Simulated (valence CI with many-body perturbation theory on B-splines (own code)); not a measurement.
# E1 transitions of Sc XVII

Level of theory: valence CI with perturbative core correlation (CI+MBPT): three valence electrons over a frozen Dirac-Fock core [He], radial functions for each j: 11 s, 11 p, 10 d, 8 f, 5 g, 2 h, with the one-electron correlation potential Σ1, the two-electron term Σ2, the three-electron term Σ3, Breit, model QED; selected CI, second order for the rest, scaled by the run's own slope (own B-spline code, finite nucleus).

No measured levels were compared; by estimate levels of excited configurations hold to 0.05 to 0.15 % of their energy, terms of the ground configuration to about 0.5 %.

Lines 151 to 200 of 574 in falling wavelength, among levels below 914.23 eV, chosen from the strongest by gf and those to the six lowest levels. Wavelengths and rates use the calculated energies, so an error of 500 cm⁻¹ moves a line at 17.81 nm by 0.089 % and its rate by three times that or more. Electric multipoles are in the length gauge, E1 and E2 with the static RPA response of the core. Weak lines are less certain than strong ones. Lines between different terms over intervals too small for the method are left out, as are lines whose strength nearly cancels. Where a level lies close to another of its J and parity, the split of strength between their lines is uncertain. The highest levels of a list are the least certain.

Names give the largest LS component (configuration and term), which can be under half, so a name can repeat, a term be missing and a line seem to break the LS rules; names also repeat where a configuration has a term twice. Letters in brackets count levels of one name in rising energy.

| λ vac (nm) | Upper | Lower | A (s⁻¹) | S (a.u.) |
| --- | --- | --- | --- | --- |
| 17.81 | 2s2p3d ²D°_5/2 [b] | 2s²3d ²D_5/2 | 1.33e+10 | 2.22e-01 |
| 17.75 | 2s2p4d ²P°_3/2 [b] | 2s²4d ²D_5/2 | 1.62e+10 | 1.79e-01 |
| 17.75 | 2s2p4d ²P°_1/2 [b] | 2s²4d ²D_3/2 | 1.80e+10 | 9.96e-02 |
| 17.74 | 2s2p3p ²P_3/2 [b] | 2s²3p ²P°_3/2 | 1.29e+10 | 1.42e-01 |
| 17.68 | 2s2p3p ²D_3/2 [b] | 2s²3p ²P°_1/2 | 1.06e+10 | 1.15e-01 |
| 17.63 | 2s2p3s ²P°_3/2 [b] | 2s²3s ²S_1/2 | 8.58e+09 | 9.28e-02 |
| 17.61 | 2p³ ⁴S°_3/2 | 2s2p² ⁴P_5/2 | 1.37e+10 | 1.48e-01 |
| 17.17 | 2s2p3d ²P°_1/2 [b] | 2s²3d ²D_3/2 | 1.69e+10 | 8.45e-02 |
| 17.15 | 2s2p3d ²P°_3/2 [b] | 2s²3d ²D_5/2 | 1.58e+10 | 1.57e-01 |
| 16.94 | 2p³ ⁴S°_3/2 | 2s2p² ⁴P_3/2 | 1.02e+10 | 9.84e-02 |
| 16.42 | 2p³ ⁴S°_3/2 | 2s2p² ⁴P_1/2 | 5.75e+09 | 5.03e-02 |
| 16.32 | 2p³ ²P°_1/2 | 2s2p² ²D_3/2 | 1.62e+10 | 6.96e-02 |
| 16.07 | 2p³ ²P°_3/2 | 2s2p² ²D_5/2 | 1.01e+10 | 8.24e-02 |
| 15.97 | 2p³ ²P°_3/2 | 2s2p² ²D_3/2 | 2.69e+09 | 2.16e-02 |
| 15.80 | 2s2p² ²S_1/2 | 2s²2p ²P°_1/2 | 2.22e+10 | 8.65e-02 |
| 15.70 | 2s2p² ²P_1/2 | 2s²2p ²P°_3/2 | 2.17e+10 | 8.30e-02 |
| 15.39 | 2s2p² ²P_3/2 | 2s²2p ²P°_3/2 | 2.80e+10 | 2.01e-01 |
| 14.65 | 2s2p² ²P_1/2 | 2s²2p ²P°_1/2 | 4.60e+09 | 1.43e-02 |
| 14.38 | 2s2p² ²P_3/2 | 2s²2p ²P°_1/2 | 4.77e+09 | 2.80e-02 |
| 6.732 | 2s2p4p ²D_5/2 [a] | 2s2p3d ²F°_7/2 [a] | 3.54e+10 | 3.20e-02 |
| 6.670 | 2s2p4f ⁴G_5/2 [a] | 2s2p3d ²P°_3/2 [a] | 3.26e+10 | 2.87e-02 |
| 6.624 | 2s2p4f ⁴F_9/2 [a] | 2s2p3d ²F°_7/2 [a] | 6.84e+10 | 9.82e-02 |
| 6.593 | 2s2p4f ⁴G_5/2 [b] | 2s2p3d ²P°_3/2 [a] | 2.09e+11 | 1.77e-01 |
| 6.559 | 2s2p4f ⁴F_7/2 [a] | 2s2p3d ²F°_5/2 [a] | 1.12e+11 | 1.25e-01 |
| 6.516 | 2s2p4f ⁴D_3/2 | 2s2p3d ²P°_1/2 [a] | 6.07e+10 | 3.31e-02 |
| 6.508 | 2s2p4f ⁴F_5/2 [a] | 2s2p3d ²F°_5/2 [a] | 4.02e+10 | 3.28e-02 |
| 6.507 | 2s2p4f ⁴G_7/2 | 2s2p3d ²F°_5/2 [a] | 9.44e+10 | 1.03e-01 |
| 6.493 | 2s2p4f ²D_3/2 | 2s2p3d ²P°_1/2 [a] | 7.00e+11 | 3.78e-01 |
| 6.488 | 2s2p4f ²G_7/2 | 2s2p3d ²F°_5/2 [a] | 3.41e+11 | 3.68e-01 |
| 6.482 | 2s2p4f ⁴F_9/2 [b] | 2s2p3d ²F°_7/2 [a] | 2.18e+10 | 2.93e-02 |
| 6.470 | 2s2p4f ²F_7/2 | 2s2p3d ²F°_7/2 [a] | 1.23e+11 | 1.31e-01 |
| 6.463 | 2s2p4f ⁴F_5/2 [b] | 2s2p3d ²P°_3/2 [a] | 1.44e+11 | 1.15e-01 |
| 6.461 | 2s2p4p ²D_5/2 [b] | 2s2p3d ²F°_7/2 [b] | 3.76e+10 | 3.00e-02 |
| 6.458 | 2s2p4f ²G_9/2 | 2s2p3d ²F°_7/2 [a] | 1.00e+12 | 1.33e+00 |
| 6.445 | 2s2p4f ²D_5/2 | 2s2p3d ²P°_3/2 [a] | 5.07e+11 | 4.02e-01 |
| 6.433 | 2s2p4d ²D°_5/2 | 2p²3s ²P_3/2 | 3.53e+10 | 2.78e-02 |
| 6.428 | 2s2p4f ²D_3/2 | 2s2p3d ²P°_3/2 [a] | 1.98e+11 | 1.04e-01 |
| 6.384 | 2s2p4p ⁴D_7/2 | 2s2p3d ⁴F°_9/2 | 3.13e+10 | 3.21e-02 |
| 6.371 | 2s2p4f ⁴F_7/2 [b] | 2s2p3d ²F°_5/2 [a] | 8.74e+10 | 8.92e-02 |
| 6.360 | 2s2p4f ²F_7/2 | 2s2p3d ²F°_5/2 [a] | 3.88e+11 | 3.94e-01 |
| 6.345 | 2s2p4f ²D_5/2 | 2s2p3d ²F°_5/2 [a] | 9.13e+10 | 6.91e-02 |
| 6.340 | 2s2p4s ²P°_3/2 [a] | 2s2p3p ²D_5/2 [a] | 1.06e+11 | 5.34e-02 |
| 6.333 | 2s2p4f ²G_7/2 | 2s2p3d ⁴P°_5/2 [b] | 1.25e+11 | 1.26e-01 |
| 6.319 | 2s2p4f ⁴G_5/2 [a] | 2s2p3d ²D°_3/2 [a] | 1.43e+11 | 1.07e-01 |
| 6.312 | 2s2p4s ⁴P°_5/2 | 2s2p3p ⁴P_5/2 | 8.15e+10 | 6.07e-02 |
| 6.310 | 2s2p4f ⁴F_9/2 [a] | 2s2p3d ⁴D°_7/2 | 2.14e+11 | 2.66e-01 |
| 6.293 | 2s2p4f ⁴G_7/2 | 2s2p3d ²D°_5/2 [a] | 2.37e+11 | 2.33e-01 |
| 6.279 | 2s2p4s ⁴P°_5/2 | 2s2p3p ⁴P_3/2 | 4.09e+10 | 3.00e-02 |
| 6.274 | 2s2p4f ²G_7/2 | 2s2p3d ²D°_5/2 [a] | 2.71e+11 | 2.65e-01 |
| 6.267 | 2s2p4f ⁴F_5/2 [a] | 2s2p3d ²D°_3/2 [a] | 9.91e+10 | 7.22e-02 |
